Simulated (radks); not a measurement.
Ru XLIII, configuration [He].

Method: Dirac Kohn-Sham, PBE, spin-unpolarised, spherical densities, point nucleus; computed with a radial shooting solver on a logarithmic mesh with Libxc functionals.

Energy parts (hartree):
part                       energy
total                 -1959.72233
kinetic                2068.68994
electron-nucleus      -4057.20215
Hartree                  56.72286
exchange-correlation    -27.93298

Orbitals (lengths in bohr, moments of r in powers of bohr; r(90%) holds 90 % of the orbital's charge):
orbital  occ.  eigenvalue (hartree)  r(90%)      <r^4>  small-component weight
1s1/2       2             -955.3192  0.0595  5.679e-06                2.61e-02

The highest occupied level is 1s1/2 at -25996 eV. Summed over all electrons, <r^2> = 0.002972 bohr^2, which gives a Langevin (diamagnetic) susceptibility term of -0.00235 x 10^-6 cm^3/mol. For comparison, the ionisation energy in NIST's Atomic Spectra Database is 26229.9 eV (theoretical). In exact Kohn-Sham theory the highest level is minus the ionisation energy, but local and semilocal functionals leave it too shallow, through self-interaction and a potential that decays too fast; potentials with the right tail come closer.
